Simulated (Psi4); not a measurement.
Cl3OTa, singlet, at a GFN2-xTB geometry (such geometries of metal compounds can be far from the true shape) (core potentials on Ta); B3LYP/def2-SVP in Psi4 1.11.

Here is a job for Psi4.
```
memory 2 GB

molecule mol {
0 1
  Ta    0.156651    0.088500   -0.150027
  O     1.288746    0.728075   -1.234251
  Cl    1.086937   -0.915896    1.590304
  Cl   -1.170723   -1.427165   -1.068631
  Cl   -1.195361    1.620410    0.703384
}

set basis def2-svp
set reference rks
set scf_type pk
set puream true
set d_convergence 1e-8
set dft_radial_points 99
set dft_spherical_points 590

energy('b3lyp')
print_variables()
```

The log (banner, timings and long lists left out):

```
   => Loading Basis Set <=

    Name: DEF2-SVP
    Role: ORBITAL
    Keyword: BASIS

    !!!  WARNING: ECP capability is in beta. Please check occupations closely.  !!!

         ---------------------------------------------------------
                                   SCF
               by Justin Turney, Rob Parrish, Andy Simmonett
                          and Daniel G. A. Smith
                              RKS Reference
         ---------------------------------------------------------

  ==> Geometry <==

    Molecular point group: c1
    Full point group: C1

    Geometry (in Angstrom), charge = 0, multiplicity = 1:

       Center              X                  Y                   Z               Mass
    ------------   -----------------  -----------------  -----------------  -----------------
         TA           0.142641488086     0.080585065637    -0.136609760637   180.947995800000
         O            1.274736488086     0.720160065637    -1.220833760637    15.994914619570
         CL           1.072927488086    -0.923810934363     1.603721239363    34.968852682000
         CL          -1.184732511914    -1.435079934363    -1.055213760637    34.968852682000
         CL          -1.209370511914     1.612495065637     0.716801239363    34.968852682000

  Running in c1 symmetry.

  Rotational constants: A =      0.05121  B =      0.05121  C =      0.03879 [cm^-1]
  Rotational constants: A =   1535.34185  B =   1535.34161  C =   1162.84553 [MHz]
  Nuclear repulsion =  387.032564438538486

  Charge       = 0
  Multiplicity = 1
  Electrons    = 72
  Nalpha       = 36
  Nbeta        = 36

  ==> Algorithm <==

  SCF Algorithm Type is PK.
  DIIS enabled.
  MOM disabled.
  Fractional occupation disabled.
  Guess Type is SAD.
  Energy threshold   = 1.00e-06
  Density threshold  = 1.00e-08
  Integral threshold = 1.00e-12

  ==> Primary Basis <==

  Basis Set: DEF2-SVP
    Blend: DEF2-SVP
    Number of shells: 42
    Number of basis functions: 100
    Number of Cartesian functions: 109
    Spherical Harmonics?: true
    Max angular momentum: 3

  Core potential: DEF2-SVP
    Number of shells: 4
    Number of ECP primitives: 10
    Number of ECP core electrons: 60
    Max angular momentum: 3

  ==> DFT Potential <==

   => LibXC <=

    Version 7.1.2
    S. Lehtola, C. Steigemann, M. J. T. Oliveira, and M. A. L. Marques,  SoftwareX 7, 1–5 (2018) (10.1016/j.softx.2017.11.002)

   => Composite Functional: B3LYP <=

[...]
   @RKS iter   8: -1512.66935611330246   -4.92681e-05   3.42947e-05 DIIS
   @RKS iter   9: -1512.66936075008016   -4.63678e-06   7.06672e-06 DIIS
   @RKS iter  10: -1512.66936099746931   -2.47389e-07   1.17159e-06 DIIS
   @RKS iter  11: -1512.66936100369549   -6.22617e-09   9.91366e-08 DIIS
   @RKS iter  12: -1512.66936100375187   -5.63887e-11   4.95899e-08 DIIS
   @RKS iter  13: -1512.66936100376324   -1.13687e-11   4.42984e-09 DIIS
  Energy and wave function converged.

  ==> Post-Iterations <==

   Electrons on quadrature grid:
      Ntotal   =   72.0000009256 ; deviation = 9.256e-07

    Orbital Energies [Eh]
    ---------------------

    Doubly Occupied:

[...]
    Virtual:

[...]
     100A    641.426946

    Final Occupation by Irrep:
              A
    DOCC [    36 ]
    NA   [    36 ]
    NB   [    36 ]

  @RKS Final Energy: -1512.66936100376324

   => Energetics <=

    Nuclear Repulsion Energy =            387.0325644385384862
    One-Electron Energy =               -2875.6601841603483081
    Two-Electron Energy =                1056.8008591454515681
    DFT Exchange-Correlation Energy =     -80.8426004274050456
    Empirical Dispersion Energy =           0.0000000000000000
    VV10 Nonlocal Energy =                  0.0000000000000000
    Total Energy =                      -1512.6693610037632425

Computation Completed

Properties will be evaluated at   0.000000,   0.000000,   0.000000 [a0]

Properties computed using the SCF density matrix

 Multipole Moments:

 ------------------------------------------------------------------------------------
     Multipole            Electronic (a.u.)      Nuclear  (a.u.)        Total (a.u.)
 ------------------------------------------------------------------------------------

 L = 1.  Multiply by 2.5417464519 to convert [e a0] to [Debye]
 Dipole X            :         19.2858205          -19.6678025           -0.3819819
 Dipole Y            :         10.8955018          -11.1112916           -0.2157897
 Dipole Z            :        -18.4703120           18.8361309            0.3658189
 Magnitude           :                                                    0.5712258

 ------------------------------------------------------------------------------------

  Variable Map:
  ----------------------------------------------------------------------------
[...]
  Array Variable Map:
  ----------------------------------------------------------------------------
[...]
[...]
```
